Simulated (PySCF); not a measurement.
## Excited states of Zn (zinc, neutral)

Ground state [Ar] 3d10 4s2, ¹S. Calculation: PySCF 2.14, in aug-cc-pVTZ-PP with one added diffuse shell each of s, p, d, f, g type with ECP10MDF (7s7p6d4f3g, 113 functions); a scalar-relativistic core potential. Vertical excitation energies in eV without spin-orbit coupling; excited terms of each kind are numbered among those the solver found. Frozen: 3s2 3p6.

```csv
term,leading excitation,EOM-EE-CCSD,measured centre of gravity (NIST)
1 3P°,4s → p,3.928,4.054 (4s4p)
1 1P°,4s → p,5.774,5.796 (4s4p)
1 3S,4s → s,6.580,6.655 (4s5s)
1 1S,4s → s,6.859,6.917 (4s5s)
2 3P°,4s → p,7.513,n/a
2 1P°,4s → p,7.721,n/a
1 1D,4s → d,7.949,7.744 (4s4d)
1 3D,4s → d,8.011,7.783 (4s4d)
2 3S,4s → s,8.111,n/a
2 1S,4s → s,8.251,n/a
```

Only the lower part of the computed list is shown. Doubly excited terms such as np² are absent. The solver can miss terms. Rydberg members are limited by the diffuse functions of the basis.
